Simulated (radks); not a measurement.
The numbers below are computed, except where a source is named.
Isoelectronic series with 62 electrons, all held in the configuration [Xe] 4f6 6s2, which need not be the ground one along the series. Level of theory: scalar-relativistic Kohn-Sham, PBE, spin-unpolarised, spherical densities, point nucleus (a radial shooting solver on a logarithmic mesh with Libxc functionals). Total energies (hartree) and mean radii <r> (bohr):

| ion | E (hartree) | 4f | 6s | 5p | 5s |
|---|---|---|---|---|---|
| Sm | -10427.2126 | 1.020 | 4.320 | 1.661 | 1.410 |
| Eu+ | -10843.7130 | 0.8860 | 3.592 | 1.573 | 1.354 |
| Gd2+ | -11269.9402 | 0.8064 | 3.148 | 1.489 | 1.299 |
| Tb3+ | -11705.9166 | 0.7477 | 2.837 | 1.414 | 1.246 |
| Dy4+ | -12151.6853 | 0.7011 | 2.600 | 1.346 | 1.196 |
| Ho5+ | -12607.3007 | 0.6624 | 2.411 | 1.285 | 1.150 |
| Er6+ | -13072.8245 | 0.6294 | 2.254 | 1.230 | 1.108 |
| Tm7+ | -13548.3249 | 0.6007 | 2.121 | 1.180 | 1.068 |
| Yb8+ | -14033.8752 | 0.5752 | 2.006 | 1.134 | 1.032 |
| Lu9+ | -14529.5535 | 0.5524 | 1.905 | 1.093 | 0.9974 |
| Hf10+ | -15035.4423 | 0.5319 | 1.816 | 1.054 | 0.9654 |
| Ta11+ | -15551.6286 | 0.5131 | 1.735 | 1.018 | 0.9354 |
| W12+ | -16078.2035 | 0.4959 | 1.663 | 0.9855 | 0.9072 |

4f drops below 6s between Sm and Eu+. 4f drops below 5p between Dy4+ and Ho5+. 4f drops below 5s between Lu9+ and Hf10+.
